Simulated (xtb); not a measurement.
C3H10OSi (SMILES C[Si](C)(C)O), singlet, at a GFN2-xTB geometry; GFN2-xTB with ALPB(toluene) run with xtb 6.7.1.

xtb was given this input:
```
$ xtb mol.xyz --gfn 2 --alpb toluene --json

# file mol.xyz
15

C     -0.06998070     1.17580699    -1.48327614
Si    -0.02198252     0.01459389     0.02921511
C     -0.82070664    -1.66327471    -0.35613988
C      1.78838348    -0.18625162     0.59541778
O     -0.94934960     0.60545492     1.24544665
H      0.45701902     0.75088546    -2.33099535
H      0.38922241     2.13668663    -1.26620147
H     -1.09206551     1.36669344    -1.79712218
H     -0.80770921    -2.31025554     0.51483519
H     -0.29908420    -2.17546297    -1.15808331
H     -1.85594160    -1.54197020    -0.65767680
H      2.39412918    -0.66888878    -0.16421924
H      2.24919838     0.77344668     0.81429533
H      1.85155435    -0.79078615     1.49549654
H     -0.76994763     1.45401361     1.64107608
```

What the program printed (banner, timings and long lists left out):

```
   ID    Z sym.   atoms
    1    6 C      1, 3, 4
    2   14 Si     2
    3    8 O      5
    4    1 H      6-15

           -------------------------------------------------
          |                Calculation Setup                |
           -------------------------------------------------

           -------------------------------------------------
          |                 G F N 2 - x T B                 |
           -------------------------------------------------

      * Solvation model:               ALPB
        Solvent                        toluene
        Parameter file                 internal GFN2-xTB/ALPB
        Dielectric constant                7.0000E+00
        Reference state                gsolv [1 M gas/solution]
        Free energy shift                  2.2081E-03 Eh       1.3856E+00 kcal/mol
        Temperature                        2.9815E+02 K
        Density                            8.6700E-01 kg/L
        Solvent mass                       7.8110E+01 g/mol
        Interaction kernel             P16
        Born radius scaling (c1)           1.7172E+00
        Born radii integrator          GBOBC
        Born offset                        0.0000E+00 a0       0.0000E+00 AA
        H-bond correction              false
        Ion screening                  false
        Surface tension                    1.0000E-05 Eh       1.5569E+01 dyn/cm
        Grid points                               230 per atom

          ...................................................
          :                      SETUP                      :
          :.................................................:
          :  # basis functions                  36          :
          :  # atomic orbitals                  35          :
          :  # shells                           21          :
          :  # electrons                        32          :
          :  max. iterations                   250          :
          :  Hamiltonian                  GFN2-xTB          :
          :  restarted?                      false          :
          :  GBSA solvation                   true          :
          :  PC potential                    false          :
          :  electronic temp.          300.0000000     K    :
          :  accuracy                    1.0000000          :
          :  -> integral cutoff          0.2500000E+02      :
          :  -> integral neglect         0.1000000E-07      :
[...]
         :: total energy             -17.350946910269 Eh    ::
[...]
    15   1 H        0.809     0.310     0.692     1.306

 Mol. C6AA /au·bohr⁶  :       2027.433843
 Mol. C8AA /au·bohr⁸  :      57576.665500
 Mol. α(0) /au        :         72.316168

Wiberg/Mayer (AO) data.
largest (>0.10) Wiberg bond orders for each atom

 ---------------------------------------------------------------------------
     #   Z sym  total        # sym  WBO       # sym  WBO       # sym  WBO
 ---------------------------------------------------------------------------
     1   6 C    3.978 --     6 H    0.994     8 H    0.990     7 H    0.990
                             2 Si   0.878
     2  14 Si   3.863 --     5 O    1.167     3 C    0.883     4 C    0.878
                             1 C    0.878
     3   6 C    3.981 --    10 H    0.995     9 H    0.991    11 H    0.991
                             2 Si   0.883
     4   6 C    3.978 --    12 H    0.994    14 H    0.990    13 H    0.990
                             2 Si   0.878
     5   8 O    2.169 --     2 Si   1.167    15 H    0.883
     6   1 H    0.999 --     1 C    0.994
     7   1 H    0.999 --     1 C    0.990
     8   1 H    0.999 --     1 C    0.990
     9   1 H    0.999 --     3 C    0.991
    10   1 H    0.999 --     3 C    0.995
    11   1 H    0.999 --     3 C    0.991
    12   1 H    0.999 --     4 C    0.994
    13   1 H    0.999 --     4 C    0.990
    14   1 H    0.999 --     4 C    0.990
    15   1 H    0.904 --     5 O    0.883
 ---------------------------------------------------------------------------

Topologies differ in total number of bonds
Writing topology from bond orders to xtbtopo.mol

molecular dipole:
                 x           y           z       tot (Debye)
 q only:        0.175       0.415       0.116
   full:        0.317       0.465       0.022       1.431
molecular quadrupole (traceless):
                xx          xy          yy          xz          yz          zz
 q only:       -2.045      -0.789       1.730       0.205       2.650       0.315
  q+dip:       -2.431      -0.614       2.412       0.957       2.726       0.019
   full:       -2.732      -0.578       2.790       1.085       3.062      -0.058

           -------------------------------------------------
          | TOTAL ENERGY              -17.350946910269 Eh   |
          | GRADIENT NORM               0.002069563459 Eh/α |
          | HOMO-LUMO GAP               7.278499401662 eV   |
           -------------------------------------------------

normal termination of xtb
```
